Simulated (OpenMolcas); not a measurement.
A ladder of methods for InNH4 (SMILES [NH2][InH2])

The species is InNH4 (6 atoms), meant as a singlet with charge 0. SMILES: `[NH2][InH2]`. The shape is that of a PBE0-D4/def2-TZVP optimisation.

Each level gives the vertical energy of the triplet above the singlet (eV). The values are calculated.

```tsv
level	kind	program	value (eV)	less CCSD(T)/def2-SVP
HF/def2-SVP (core potential)	Hartree–Fock	OpenMolcas	3.37	-0.89
BLYP/def2-SVP (core potential)	GGA	OpenMolcas	4.46	+0.20
revPBE/def2-SVP (core potential)	GGA	OpenMolcas	4.37	+0.11
TPSS/def2-SVP (core potential)	meta-GGA	OpenMolcas	4.30	+0.04
B3LYP/def2-SVP (core potential)	global hybrid	OpenMolcas	4.36	+0.10
BHLYP/def2-SVP (core potential)	global hybrid	OpenMolcas	4.16	-0.10
M06-2X/def2-SVP (core potential)	hybrid meta-GGA	OpenMolcas	4.46	+0.20
CCSD(T)/def2-SVP (core potential), open shells restricted	coupled cluster or CI	OpenMolcas	4.26	0.00
```

Differences are taken from CCSD(T)/def2-SVP (core potential), open shells restricted for orientation; it has basis-set and higher-order errors of its own. Spin-orbit coupling, which can split open shells on such heavy atoms by tenths of an eV, is left out. The values span 3.37 to 4.46 eV. In the correlated wave-function rows the outer d shell of In is correlated, in sets not made for it.
